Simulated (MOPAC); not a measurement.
MOPAC input (AM1):

```
AM1 PRECISE GNORM=0.05 LET XYZ UHF MS=0.5 GEO-OK AUX(PRECISION=9) THREADS=1
C4H9O

C    -1.60290724 1   -0.85383308 1   -0.39475235 1
C    -0.49790432 1    0.02053633 1    0.19955438 1
C    -0.51059676 1    1.43062084 1   -0.42244917 1
C     0.82548031 1   -0.64202517 1    0.04840273 1
O     1.85358337 1   -0.04552093 1    0.73675744 1
H    -2.57832842 1   -0.38040495 1   -0.27186482 1
H    -1.63475624 1   -1.83359224 1    0.08399967 1
H    -1.44220677 1   -1.00618714 1   -1.46556411 1
H    -0.68394777 1    0.13624891 1    1.27452571 1
H    -0.36855768 1    1.37354274 1   -1.50469282 1
H     0.28773657 1    2.04449637 1   -0.00550230 1
H    -1.46418607 1    1.92879510 1   -0.23152550 1
H     1.08620041 1   -1.15186339 1   -0.87602853 1
H     2.68494703 1   -0.47866128 1    0.51805944 1
```

From the output:

```
                                                       MOPAC v23.2.5 Linux

          FINAL HEAT OF FORMATION =        -48.07635 KCAL/MOL =    -201.15146 KJ/MOL

          COSMO AREA              =        122.75 SQUARE ANGSTROMS
          COSMO VOLUME            =        110.20 CUBIC ANGSTROMS

          GRADIENT NORM           =          0.03551          =       0.00949 PER ATOM
          IONIZATION POTENTIAL    =          8.378550 EV
          ALPHA SOMO LUMO (EV)    =         -8.379  3.052
          BETA  SOMO LUMO (EV)    =        -11.402  1.670
          NO. OF ALPHA ELECTRONS  =         16
          NO. OF BETA  ELECTRONS  =         15
          MOLECULAR WEIGHT        =         73.1145         POINT GROUP:  Cs

          MOLECULAR DIMENSIONS (Angstroms)

            Atom       Atom       Distance
            H    14    H    12     5.14243
            H    11    H     7     4.19287
            H    13    H     9     2.71822

          SCF CALCULATIONS        =         86

   ATOM   CHEMICAL          X               Y               Z
  NUMBER   SYMBOL      (ANGSTROMS)     (ANGSTROMS)     (ANGSTROMS)

     1       C         -1.48084038  *  -0.86062225  *  -0.26782322  *
     2       C         -0.43823192  *   0.15557768  *   0.15980100  *
     3       C         -0.65332850  *   1.47478410  *  -0.55849779  *
     4       C          0.91888335  *  -0.36088654  *  -0.12620956  *
     5       O          1.72734552  *  -0.51678187  *   0.95312403  *
     6       H         -2.50379598  *  -0.47330688  *  -0.04450906  *
     7       H         -1.33328692  *  -1.82135399  *   0.28062173  *
     8       H         -1.40828694  *  -1.06165503  *  -1.36352698  *
     9       H         -0.53681117  *   0.32867465  *   1.27049491  *
    10       H         -0.55174117  *   1.34296077  *  -1.66238238  *
    11       H          0.09776882  *   2.22745965  *  -0.21956428  *
    12       H         -1.67622702  *   1.86488928  *  -0.33983764  *
    13       H          1.26862696  *  -0.60715002  *  -1.12744635  *
    14       H          2.57652177  *  -0.85624284  *   0.63699372  *

                             CARTESIAN COORDINATES

   1    C       -1.480840376    -0.860622248    -0.267823221
   2    C       -0.438231920     0.155577685     0.159801004
   3    C       -0.653328502     1.474784099    -0.558497785
   4    C        0.918883346    -0.360886545    -0.126209558
   5    O        1.727345522    -0.516781868     0.953124025
   6    H       -2.503795984    -0.473306876    -0.044509059
   7    H       -1.333286915    -1.821353989     0.280621729
   8    H       -1.408286942    -1.061655027    -1.363526985
   9    H       -0.536811168     0.328674653     1.270494908
  10    H       -0.551741173     1.342960771    -1.662382378
  11    H        0.097768823     2.227459650    -0.219564283
  12    H       -1.676227023     1.864889276    -0.339837641
  13    H        1.268626965    -0.607150018    -1.127446350
  14    H        2.576521772    -0.856242836     0.636993724

           Empirical Formula: C4 H9 O  =    14 atoms

      MOLECULAR POINT GROUP   :   Cs

          ALPHA EIGENVALUES
 -39.11510 -35.62202 -27.74074 -26.08055 -20.83385 -18.96622 -16.18004 -15.10564
 -14.85990 -13.58170 -13.53037 -12.93338 -12.09827 -11.99939 -11.43741  -8.37855
   3.05237   3.84540   4.16279   4.26763   4.30974   4.59413   4.87821   4.88294
   4.97316   5.20593   5.22812   5.25179   6.39088

           BETA EIGENVALUES
 -38.59894 -35.51086 -27.68020 -25.24950 -20.54318 -18.83339 -16.07681 -14.84631
 -14.33564 -13.41534 -13.12261 -12.84999 -11.95761 -11.92129 -11.40172   1.66998
   3.53237   4.01377   4.27626   4.40493   4.52297   4.63213   4.88591   4.94138
   4.99416   5.24649   5.27693   5.49964   6.75832

              NET ATOMIC CHARGES AND DIPOLE CONTRIBUTIONS

  ATOM NO.   TYPE          CHARGE      No. of ELECS.   s-Pop       p-Pop
    1          C          -0.204309        4.2043     1.22658     2.97773
    2          C          -0.056180        4.0562     1.19243     2.86375
    3          C          -0.204298        4.2043     1.22657     2.97773
    4          C          -0.202861        4.2029     1.27075     2.93211
    5          O          -0.228255        6.2283     1.85668     4.37157
    6          H           0.074101        0.9259     0.92590
    7          H           0.078523        0.9215     0.92148
    8          H           0.070679        0.9293     0.92932
    9          H           0.106429        0.8936     0.89357
   10          H           0.070677        0.9293     0.92932
   11          H           0.078483        0.9215     0.92152
   12          H           0.074123        0.9259     0.92588
   13          H           0.133982        0.8660     0.86602
   14          H           0.208905        0.7911     0.79110
 DIPOLE           X         Y         Z       TOTAL
 POINT-CHG.    -0.069    -0.065    -0.732     0.738
 HYBRID         0.539    -0.244    -0.432     0.733
 SUM            0.471    -0.309    -1.165     1.293

          ATOMIC ORBITAL ELECTRON POPULATIONS

     Atom    s        px        py        pz
    1  C   1.22658   0.97803   0.98836   1.01134
    2  C   1.19243   0.90327   0.94346   1.01702
    3  C   1.22657   1.01432   0.96273   1.00067
    4  C   1.27075   0.93139   1.11379   0.88693
    5  O   1.85668   1.26271   1.79502   1.31384
    6  H   0.92590
    7  H   0.92148
    8  H   0.92932
    9  H   0.89357
   10  H   0.92932
   11  H   0.92152
   12  H   0.92588
   13  H   0.86602
   14  H   0.79110

                    (SZ)    =    0.500000
                    (S**2)  =    0.758281

          ATOMIC ORBITAL SPIN POPULATIONS

    Atom   Total    s     px     py     pz
         Atomic
    1  C  0.0324  0.006  0.013  0.009  0.004
    2  C -0.0812 -0.008 -0.043 -0.021 -0.009
    3  C  0.0322  0.006  0.004  0.016  0.006
    4  C  0.9748  0.058  0.127  0.744  0.046
    5  O  0.1028  0.005  0.011  0.112 -0.024
    6  H -0.0012 -0.001
    7  H -0.0024 -0.002
    8  H -0.0020 -0.002
    9  H  0.0048  0.005
   10  H -0.0020 -0.002
   11  H -0.0024 -0.002
   12  H -0.0012 -0.001
   13  H -0.0528 -0.053
   14  H -0.0018 -0.002

 **********************
 *                    *
 * JOB ENDED NORMALLY *
 *                    *
 **********************

 == MOPAC DONE ==
```

The geometry given is a B3LYP-D3(BJ)/def2-TZVP minimum.
